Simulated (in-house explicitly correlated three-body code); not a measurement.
Computed with an exponentially correlated three-body code. Model: two electrons around a point charge, non-relativistic, variational in 260 exponentially correlated functions (energies converged to about 1e-7 hartree, or 1e-8 relative for large Z), ground state as one setting changes.

Given: nuclear charge 8.

```csv
mass of the centre (electron masses),ground energy (hartree),binding of second electron (eV),mean radius (bohr),mean distance of electrons (bohr),mean cosine of angle
3,-44.7346214,564.22,0.25886,0.36055,0.083294
5,-49.4309871,619.45,0.23491,0.33408,0.04939
7,-51.8144815,648.03,0.22432,0.32216,0.032752
10,-53.7859744,671.99,0.21623,0.31295,0.019239
15,?,?,?,?,?
25,?,?,?,?,?
50,-57.9826886,724.1,0.20074,0.29504,-0.0088681
100,-58.5626733,731.43,0.19876,0.29273,-0.012689
206.77,-58.8675796,735.3,0.19773,0.29153,-0.014693
500,-59.0366691,737.44,0.19717,0.29087,-0.015802
1000,-59.0965599,738.2,0.19697,0.29064,-0.016195
5000,-59.1445764,738.82,0.19681,0.29045,-0.016509
100000,-59.155994,738.96,0.19677,0.29041,-0.016584
```

What follows for mass of the centre = 15?

ground energy -55.4454094 hartree; binding of second electron 692.4 eV; mean radius 0.20984 bohr; mean distance of electrons 0.30561 bohr; mean cosine of angle 0.0080244.

What follows for mass of the centre = 25?

ground energy -56.8624199 hartree; binding of second electron 710.03 eV; mean radius 0.20467 bohr; mean distance of electrons 0.29961 bohr; mean cosine of angle -0.0014458.
